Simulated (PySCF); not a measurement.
## Working out the ionisation energy of Ge²⁺

Ge²⁺ [Ar] 3d10 4s2 (1S) → Ge³⁺ [Ar] 3d10 4s1 (2S). Computed with PySCF 2.14 in def2-TZVPPD, with the non-relativistic Hamiltonian (point nucleus). Frozen: [Ne]. Energies in hartree (1 hartree = 27.21139 eV):

| part | Ge²⁺ (lower) | Ge³⁺ (upper) |
| --- | --- | --- |
| UHF | -2074.488797 | -2073.323301 |
| MP2 opposite-spin | -0.203752 | -0.166613 |
| MP2 same-spin | -0.090837 | -0.083814 |

Problem. What does Hartree-Fock give?

Solution. (-2073.323301) − (-2074.488797) = 1.165496 hartree = 31.715 eV.

Problem. What do MP2 and SCS-MP2 (6/5 opposite-spin, 1/3 same-spin) give?

Solution. The opposite-spin parts differ by 1.011 eV and the same-spin parts by 0.191 eV. MP2: 31.715 + (1.011) + (0.191) = 32.917 eV. SCS-MP2: 31.715 + 1.2 × (1.011) + (0.191)/3 = 32.992 eV.

Measured between the centres of the two terms (NIST): 34.058 eV, so MP2 (valence and next inner shell) is off by -1.141 eV.

The calculation is non-relativistic.

What remains against the reference includes basis incompleteness, the frozen core and correlation beyond second order.
